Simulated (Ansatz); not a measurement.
Consider the formal hydrolysis of a C–C bond: `CC[SiH](F)S` + H₂O → `OC[SiH](F)S` + CH₄.

Computed with Ansatz on PBE0-D4/def2-TZVP structures; ΔE is electronic, products minus reactants. CCSD(T)/CBS is the MP2 limit (def2-TZVPP, def2-QZVPP) plus CCSD(T) − MP2 in def2-TZVPP, frozen cores. This one scheme is used for every species. DFT in def2-TZVPP. B3LYP here is the variant with VWN-RPA as its local correlation; programs differ in this. One conformer a species, not always the lowest.

CCSD(T)/CBS gives +61.2 kJ/mol.

Problem. Another level gave +57.9 kJ/mol. Which?
A. CCSD/def2-TZVPP
B. MP2/def2-TZVPP
C. B3LYP-D4/def2-TZVPP
D. PBE0/def2-TZVPP

Solution. A. CCSD/def2-TZVPP 57.9, B3LYP-D4 47.7, MP2/def2-TZVPP 63.4, PBE0 52.5 kJ/mol.

Largest T1 diagnostic among the species: 0.012.

In def2-TZVPP, CCSD(T) changes the Hartree–Fock value by +6.1 kJ/mol (the triples alone add −0.5 kJ/mol) and MP2 by +12.1 kJ/mol. From PBE to PBE0 (25 % exact exchange), in def2-TZVPP and without D4, ΔE moves by +6.2 kJ/mol.

CCSD(T)/CBS has its own doubt, a few kJ/mol and more with outer-core shells, so smaller differences from it don't rank the levels.
